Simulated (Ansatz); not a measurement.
The cluster AlO3H3, relaxed as a singlet with RKS PBE0-D4/def2-TZVP in Ansatz, starting from the GFN2-xTB geometry. Force threshold 0.02 eV/Å.

The structure comes from a short search, and lower isomers may exist.

Start:

```xyz
7

Al   -0.0019   -0.0004   -0.0016
O    -0.0274   -0.5997    1.5455
O    -0.5897    1.5192   -0.3140
O     0.6167   -0.9213   -1.2359
H    -0.6741    2.0712   -1.0790
H    -0.3157   -0.2807    2.3894
H     0.9921   -1.7883   -1.3045
```

Problem. Estimate the energy that the relaxation releases and the steps that it takes.

Solution. 2.2 kcal/mol, in 5 steps; 4.7 s on 4 threads of Arm Neoverse V2 on a shared host. No frequencies were taken in this run, so the end may be a saddle point.

Problem. Does the start keep its bonding and symmetry?

Solution. By distances, no bond broke or formed. The bond that changes most is Al1–O3, from 1.66 to 1.69 Å (atoms count from 1). Point group C3h at the start, C3h at the end, both within 0.05 Å.

Problem. Predict the relaxed structure.

Solution. 
```xyz
7

Al    0.001    0.000    0.000
O     0.006   -0.679    1.546
O    -0.613    1.556   -0.237
O     0.610   -0.876   -1.309
H    -0.637    1.977   -1.094
H    -0.330   -0.219    2.313
H     0.964   -1.759   -1.219
```
Bond lengths: 3 × Al–O 1.69 Å; 3 × H–O 0.96 Å.
